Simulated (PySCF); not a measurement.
## Spin-rotation constants: `InChI=1S/C7H13B/c1-6-4-5-7(6)8(2)3/h7H,1,4-5H2,2-3H3/t7-/m1/s1`

Molfile (atoms numbered from 1):
```
C7H13B
     RDKit          3D

 21 21  0  0  0  0  0  0  0  0999 V2000
   -1.8460    1.5134    0.5395 C   0  0  0  0  0  0  0  0  0  0  0  0
   -1.4283    0.3096    0.2079 C   0  0  0  0  0  0  0  0  0  0  0  0
   -2.0042   -0.7711   -0.6627 C   0  0  0  0  0  0  0  0  0  0  0  0
   -0.8370   -1.6859   -0.2567 C   0  0  0  0  0  0  0  0  0  0  0  0
   -0.2195   -0.5325    0.5710 C   0  0  1  0  0  0  0  0  0  0  0  0
    1.1810    0.0914    0.1748 B   0  0  0  0  0  0  0  0  0  0  0  0
    1.6431    1.4289    0.8700 C   0  0  0  0  0  0  0  0  0  0  0  0
    2.0741   -0.5730   -0.9417 C   0  0  0  0  0  0  0  0  0  0  0  0
   -1.2885    2.1502    1.2045 H   0  0  0  0  0  0  0  0  0  0  0  0
   -2.7725    1.9097    0.1565 H   0  0  0  0  0  0  0  0  0  0  0  0
   -2.0345   -0.5168   -1.7225 H   0  0  0  0  0  0  0  0  0  0  0  0
   -2.9946   -1.1142   -0.3637 H   0  0  0  0  0  0  0  0  0  0  0  0
   -0.2281   -2.0323   -1.0875 H   0  0  0  0  0  0  0  0  0  0  0  0
   -1.1395   -2.5451    0.3391 H   0  0  0  0  0  0  0  0  0  0  0  0
   -0.2162   -0.7487    1.6443 H   0  0  0  0  0  0  0  0  0  0  0  0
    1.3224    2.2645    0.2461 H   0  0  0  0  0  0  0  0  0  0  0  0
    2.7238    1.5148    0.9605 H   0  0  0  0  0  0  0  0  0  0  0  0
    1.2073    1.5908    1.8526 H   0  0  0  0  0  0  0  0  0  0  0  0
    1.6051   -0.4267   -1.9152 H   0  0  0  0  0  0  0  0  0  0  0  0
    3.0777   -0.1598   -1.0060 H   0  0  0  0  0  0  0  0  0  0  0  0
    2.1656   -1.6502   -0.8109 H   0  0  0  0  0  0  0  0  0  0  0  0
  1  2  2  0
  2  3  1  0
  3  4  1  0
  4  5  1  0
  5  6  1  0
  6  7  1  0
  6  8  1  0
  5  2  1  0
  1  9  1  0
  1 10  1  0
  3 11  1  0
  3 12  1  0
  4 13  1  0
  4 14  1  0
  5 15  1  1
  7 16  1  0
  7 17  1  0
  7 18  1  0
  8 19  1  0
  8 20  1  0
  8 21  1  0
M  END
```

Method used: GIAO PBE/pcSseg-1 magnetisability, rotational g tensor and spin-rotation constants, non-relativistic, gas phase in PySCF 2.14.0. Geometry: GFN2-xTB.

Problem. Give the nuclear spin-rotation constants along the inertial axes (H = +C I·J) beside the isotropic shieldings.

Solution. Rotational constants 2.7181, 1.6827, 1.1706 GHz. A star marks the isotopologue with that one atom substituted, in its own axes.
```csv
atom,isotope,Caa (kHz),Cbb (kHz),Ccc (kHz),mean (kHz),σ (ppm)
B6,11B,1.253,0.777,0.274,0.768,6.1
H9,1H,-0.097,0.007,-0.108,-0.066,26.4
H10,1H,0.067,-0.146,-0.076,-0.052,26.6
H11,1H,-0.298,-0.176,0.051,-0.141,29.0
H12,1H,0.101,-0.185,-0.112,-0.065,28.8
H13,1H,-0.208,-0.035,-0.090,-0.111,29.4
H14,1H,-0.252,-0.128,-0.009,-0.130,29.5
H15,1H,-0.258,-0.190,0.059,-0.130,28.1
H16,1H,-0.311,-0.121,-0.024,-0.152,30.7
H17,1H,0.087,-0.185,-0.141,-0.080,30.5
H18,1H,-0.273,-0.091,-0.049,-0.138,30.5
H19,1H,-0.255,-0.174,-0.014,-0.148,30.8
H20,1H,0.070,-0.191,-0.128,-0.083,30.5
H21,1H,-0.324,-0.008,-0.091,-0.141,30.6
C1,13C*,0.968,0.483,0.253,0.568,73.1
C2,13C*,1.154,0.674,0.319,0.716,22.2
C3,13C*,0.502,0.246,0.208,0.319,150.5
C4,13C*,0.372,0.298,0.173,0.281,160.9
C5,13C*,0.540,0.373,0.220,0.378,129.7
C7,13C*,0.423,0.231,0.166,0.273,167.0
```
For the geometry as given, no vibrational averaging.

Problem. How do the rotational constants and the g tensor change when H9, H10, H11, H12, H13, H14, H15, H16, H17, H18, H19, H20, H21 are replaced by deuterium?

Solution. Constants 2.1264, 1.3824, 0.9639 GHz; g -0.0182, -0.0104, -0.0047, against -0.0231, -0.0127, -0.0057 before.
